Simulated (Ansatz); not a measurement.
# Competing steps

Reactants: SiNH₅ ([NH2][SiH3]) + H₂O + H₂O (brackets give SMILES or just the links). Saddle points were found for several chosen steps; others may exist. Gas-phase electronic energies, without zero-point energy, by CCSD(T) at an estimated basis limit (MP2 extrapolated from triple and quadruple zeta, plus CCSD(T) − MP2 in triple zeta); Ansatz 0.2.0, def2-TZVPP and QZVPP, frozen cores, on PBE0-D4/def2-TZVP structures. Extrapolation: Hartree–Fock as exp(−7.88 √X), correlation as X^−2.97. No counterpoise correction.

**Question.** Rank the steps by the energy of their saddle points, lowest first, and give each saddle's height above the lowest. (Judge from chemistry; the value comes from the calculation.)
A. ligand exchange through a proton shuttle, to SiNH₅O ([NH2][SiH2][OH]) + H₂O + H₂ (breaks or loosens H–O, H–O, H–Si; forms H–H, H–O, O–Si)
B. ligand exchange through a proton shuttle, to SiH₄O ([OH][SiH3]) + H₂O + NH₃, still joined by a dative N–Si bond (breaks or loosens H–O, H–O, N–Si; forms H–N, H–O, O–Si)

**Answer.** By the calculation: B (0.00 kcal/mol), A (11.03 kcal/mol). Heights count from the lowest.

The lowest of these saddles lies at 8.92 kcal/mol relative to the separated reactants.

**Question.** Does the lowest of these saddles lead to the lowest end structure (the products still in contact)? (Judge from chemistry; the calculation decides.)

**Answer.** By the calculation: No: the step over a higher saddle ends lower. Relative to the separated reactants, the ends lie at -20.54 (SiH₄O ([OH][SiH3]) + H₂O + NH₃); -28.35 (SiNH₅O ([NH2][SiH2][OH]) + H₂O + H₂) kcal/mol.

No T1 diagnostic of these runs exceeds 0.011.

For scale, one of the runs: CCSD(T)/def2-TZVPP, 261 basis functions, launched by `ansatz run in.yaml --threads 8 --pin off --events-out ev --progress --plain --max-ram 19148MiB`. Time: 110 s of wall clock on 8 CPU threads of an Intel Xeon; the host was shared. Peak host memory: 6.4 GiB.
